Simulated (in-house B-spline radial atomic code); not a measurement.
Configurations of Cu2+, with energies counted from [Ar] 3d9. All numbers are computed (scalar-relativistic (X2C) LDA VWN5, spin-polarised, spherical fractional occupations; Fermi nucleus of rms radius 3.8823 fm) with a B-spline radial code for spherical atoms, not measured. Shells without spins written out take the highest spin.

Occupations are held fixed; configurations that lie above the ionisation limit could autoionise.

```tsv
configuration	E - E(ref) (eV)	highest orbital	its <r> (bohr)
[Ar] 3d(3 up, 5 down) 4p(0 up, 1 down)	15.89	4p down	2.55
[Ne] 3s2 3p5 3d9 4s1	76.435	4s up	2.153
[Ne] 3s2 3p5 3d9 4p1	84.217	4p up	2.541
[Ne] 3s2 3p(2 up, 3 down) 3d(5 up, 4 down) 4p(0 up, 1 down)	85.56	4p down	2.556
[Ne] 3s2 3p5 3d9 4f1	99.056	4f up	5.77
```

Q: Order these further configurations by energy, lowest first.
A. [Ar] 3d8 4f1
B. [Ne] 3s2 3p5 3d9 4d1
C. [Ar] 3d8 4d1
D. [Ne] 3s2 3p(2 up, 3 down) 3d10
E. [Ne] 3s2 3p(2 up, 3 down) 3d(5 up, 4 down) 4d(0 up, 1 down)

A: C (25.442 eV), A (30.649 eV), D (67.559 eV), B (93.813 eV), E (95.061 eV).

Q: How far above the reference does [Ar] 3d8 4s1 lie?

A: 8.1454 eV; its least bound orbital is 4s up with <r> = 2.161 bohr.
